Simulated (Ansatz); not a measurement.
Basis-set series for CH6GeInN (`[GeH3]/[CH]=[N]/[InH2]`). Charge 0, multiplicity 1. In: def2 effective core potential. Geometry: relaxed with PBE0-D4/def2-TZVP.

```json
{"functional": "PBE0-D4", "basis": "def2-SVP", "functions": "116", "energy (Eh)": "-2362.81722", "HOMO (eV)": "-5.83", "LUMO (eV)": "-1.95"}
{"functional": "PBE0-D4", "basis": "def2-QZVPP", "functions": "465", "energy (Eh)": "-2363.24995", "HOMO (eV)": "-5.98", "LUMO (eV)": "-1.99"}
{"functional": "ωB97M-V", "basis": "def2-SVP", "functions": "116", "energy (Eh)": "-2362.96632", "HOMO (eV)": "-7.94", "LUMO (eV)": "-0.32"}
{"functional": "ωB97M-V", "basis": "def2-QZVPP", "functions": "465", "energy (Eh)": "-2363.40290", "HOMO (eV)": "-8.11", "LUMO (eV)": "-0.46"}
```

(1) Give the rows for def2-TZVPP. (Estimate.)

## Answers

(1) Computed: 
| functional | basis | functions | energy (Eh) | HOMO (eV) | LUMO (eV) |
| --- | --- | --- | --- | --- | --- |
| PBE0-D4 | def2-TZVPP | 244 | -2363.19759 | -5.95 | -1.98 |
| ωB97M-V | def2-TZVPP | 244 | -2363.35174 | -8.08 | -0.43 |

Scalar relativity is left out up to krypton.
